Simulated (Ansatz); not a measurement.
`CC(C)[NH][AlH2]` → `[NH2][AlH2]` + `C=CC` at 298.15 K and 1 bar (alkene loss).

Program: Ansatz. Geometries: PBE0-D4/def2-TZVP. ΔE: electronic, gas phase. CCSD(T)/CBS is the MP2 limit (def2-TZVPP, def2-QZVPP) plus CCSD(T) − MP2 in def2-TZVPP, frozen cores. This one scheme is used for every species. One conformer a species, not always the lowest.

```
          species  CCSD(T)/CBS energy (Eh)  H − E (kJ/mol)  S (J/(mol·K))
`CC(C)[NH][AlH2]`               -416.91948           348.6          352.1
    `[NH2][AlH2]`               -299.14566           115.0          251.7
           `C=CC`               -117.74610           222.5          264.5
```

H − E and S are ideal-gas, rigid-rotor, harmonic terms from PBE0-D4/def2-TZVP, for one conformer and one mirror image of each species. 1 Eh = 2625.50 kJ/mol, R = 8.31446 J/(mol·K).

Question: By hand: ΔE, ΔH, ΔS and ΔG.

Answer: ΔE = (-299.14566) + (-117.74610) − (-416.91948) = 0.02772 Eh = 72.8 kJ/mol. Δ(H − E) = 115.0 + 222.5 − 348.6 = -11.1, so ΔH = 61.7 kJ/mol. ΔS = 251.7 + 264.5 − 352.1 = 164.1 J/(mol·K). ΔG = 61.7 − 298.15 × (164.1)/1000 = 12.8 kJ/mol.

Question: By hand: the equilibrium constant, and the temperature at which ΔG would vanish if ΔH and ΔS stayed fixed.

Answer: log₁₀ K = −ΔG/(RT ln 10) = -2.2. ΔG = 0 at ΔH/ΔS = 376 K.

The number of gas molecules changes by +1, which sets the sign of ΔS. A doubt of 5 kJ/mol in ΔE shifts log₁₀ K by 0.9 here. Other conformers and mirror images would add mixing entropy, several J/(mol·K) or more a flexible species. These are equilibria of isolated gas molecules and say nothing of rates. Largest T1 diagnostic: 0.011 (customary marks: 0.02 for closed shells, 0.045 for open ones).
